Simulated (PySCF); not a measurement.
H₃Cl₃FGeNSi, SMILES F[SiH2][NH][Ge]([Cl])([Cl])[Cl] at its B3LYP/def2-SVP optimised geometry (Å):

```
10

Si     1.2121     0.3159     0.7582
F      1.6553     1.5081    -0.2555
N      0.1090    -0.7917     0.0000
Ge    -1.7072    -0.7917     0.0000
Cl    -2.3721    -1.8516    -1.7546
Cl    -2.5213    -1.7774     1.7379
Cl    -2.4485     1.2295     0.0000
H      0.5301     0.9345     1.9159
H      2.4485    -0.4247     1.1045
H      0.4968    -1.5081    -0.6129
```

Computed with B3LYP/def2-TZVP (PySCF 2.14.0). Cells within 0.4 Å of a nucleus heavier than hydrogen are left out (blank, or x).

Map of the deformation density (molecule minus spherical neutral atoms) (e/bohr³) on the plane z = 1.0 Å:

```
|111111111111111111111111111|
|111111111111111111111111111|
|111111111111111111111111111|
|111111111111111111111111111|
|111111111111111111111111111|
|111111111111111111111111111|
|111111111111111111111111111|
|111111111111111111111111111|
|111111111111111111111111111|
|111112221111111110011111111|
|111112221111111210001111111|
|111111111111111221001111111|
|1111111111111111xx232111111|
|111111111001111011475211111|
|111111110001111101489211111|
|111111221001122101344111111|
|111112332111122111121111111|
|111122343111122111111111111|
|111122232111111111111111111|
|111122222111111111111111111|
|111112221111111111111111111|
|111111111111111111111111111|
|111111111111111111111111111|
|111111111111111111111111111|
|111111111111111111111111111|
|111111111111111111111111111|
|111111111111111111111111111|
```
Scale: ten equal steps from -0.019 (start of '0') to 0.086 (end of '9'), in the order '0123456789'; x runs from -4.50 to 4.50, y from -4.50 (bottom) to 4.50 (top).
